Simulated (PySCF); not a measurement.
**SiMe2(OSiMe3)2: computed shieldings and shifts**

SiMe2(OSiMe3)2, C8H24O2Si3, point group C1.

Bonds: Si1-C2, Si1-C6, Si1-O10, Si1-O24, O10-Si11, Si11-C12, Si11-C13, Si11-C14, O24-Si25, Si25-C26, Si25-C27, Si25-C28. C2 carries H3, H4, H5; C6 carries H7, H8, H9; C12 carries H15, H16, H17; C13 carries H18, H19, H20; C14 carries H21, H22, H23; C26 carries H29, H30, H31; C27 carries H32, H33, H34; C28 carries H35, H36, H37.

GIAO calculations in PySCF on the PBE0-D3(BJ)/def2-SVP structure: isolated species, non-relativistic, equivalent atoms averaged; basis pcSseg-1.

(1) Give the isotropic shieldings (ppm) with PBE0, wB97X-D.

(2) And the chemical shifts, against references computed in the same way?

(3) Which part of the shielding of Si11/Si25 depends on the functional?

## Answers

(1) 
```tsv
atoms	environment	PBE0	wB97X-D
Si11/Si25	silicon bonded to 3 C, O	336.4	337.7
Si1	silicon bonded to 2 C, 2 O	360.8	361.8
O10/O24	oxygen bonded to 2 Si	234.2	237.3
C12/C13/C14/C26/C27/C28	carbon bonded to Si, 3 H	182.0	182.0
C2/C6	carbon bonded to Si, 3 H	182.7	182.7
H15/H16/H17/H18/H19/H20/H21/H22/H23/H29/H30/H31/H32/H33/H34/H35/H36/H37	hydrogen on a carbon bonded to Si	31.09	31.21
H3/H4/H5/H7/H8/H9	hydrogen on a carbon bonded to Si	31.21	31.32
HOMO–LUMO gap (eV)	–	8.56	12.17
```

(2) 
```json
{"atoms": "Si11/Si25", "nucleus, reference": "29Si, TMS", "PBE0": "15.6", "wB97X-D": "15.2"}
{"atoms": "Si1", "nucleus, reference": "29Si, TMS", "PBE0": "-8.8", "wB97X-D": "-8.9"}
{"atoms": "O10/O24", "nucleus, reference": "17O, H2O", "PBE0": "100.4", "wB97X-D": "95.9"}
{"atoms": "C12/C13/C14/C26/C27/C28", "nucleus, reference": "13C, TMS", "PBE0": "2.4", "wB97X-D": "2.5"}
{"atoms": "C2/C6", "nucleus, reference": "13C, TMS", "PBE0": "1.7", "wB97X-D": "1.8"}
{"atoms": "H15/H16/H17/H18/H19/H20/H21/H22/H23/H29/H30/H31/H32/H33/H34/H35/H36/H37", "nucleus, reference": "1H, TMS", "PBE0": "0.17", "wB97X-D": "0.17"}
{"atoms": "H3/H4/H5/H7/H8/H9", "nucleus, reference": "1H, TMS", "PBE0": "0.05", "wB97X-D": "0.06"}
```

(3) Diamagnetic: PBE0 886, wB97X-D 886 ppm; paramagnetic: PBE0 -549, wB97X-D -548 ppm. The diamagnetic part, set mainly by inner electrons, hardly moves; the paramagnetic part goes with low-lying magnetically allowed excitations and carries the spread.

Experimental scales use liquid or dissolved standards, which lie at an offset from isolated H2O (liquid H2O: subtract about 36 ppm).
